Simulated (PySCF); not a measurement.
Exercise with solution: entropy of an ideal gas

C2H3BF2, SMILES C=CB(F)F.

Geometry optimised at B3LYP-D3(BJ)/def2-SVP. Other conformers were not sampled.

PySCF with B3LYP-D3(BJ)/def2-SVP gives the harmonic wavenumbers 108, 206, 428, 434, 524, 740, 774, 1020, 1021, 1049, 1258, 1339, 1422, 1448, 1689, 3127, 3155, 3222 cm⁻¹ and the rotational temperatures 0.4603, 0.1829, 0.1309 K. The molar mass is 75.85 g/mol, the symmetry number 1, the spin multiplicity 1.

**Question.** Work out the entropy at 298.15 K and 1 atm in the rigid-rotor, harmonic-oscillator model.

**Answer.** 
Translation (Sackur–Tetrode at 1 atm): S = R[1.5 ln M + 2.5 ln T − 1.16487] = 162.7 J/(mol K).
Rotation: q = (√π/σ) T^1.5/√(θA θB θC) = 86900, S = R[ln q + 3/2] = 107.0 J/(mol K).
Vibration: with u = 1.4388 ν/T, each mode gives R[u/(e^u − 1) − ln(1 − e^−u)]:
```
ν (cm⁻¹)  modes     u  S (J/(mol K))
--------  -----  ----  -------------
108           1  0.52          13.83
206           1  0.99           8.70
428           1  2.07           3.62
434           1  2.09           3.54
524           1  2.53           2.51
740           1  3.57           1.10
774           1  3.74           0.96
1020          1  4.92           0.36
1021          1  4.93           0.36
1049          1  5.06           0.32
1258          1  6.07           0.14
1339          1  6.46           0.10
1422          1  6.86           0.07
1448          1  6.99           0.06
1689          1  8.15           0.02
```
The stiffer modes add less than 0.005 each. Sum 35.7 J/(mol K).
Spin: R ln 1 = 0.0 J/(mol K).
Total 305.4 J/(mol K); the program's own thermochemistry gives 305.5. Translation makes up 53 % and vibration 12 %. Anharmonicity, hindered rotation and orbital degeneracy are left out.
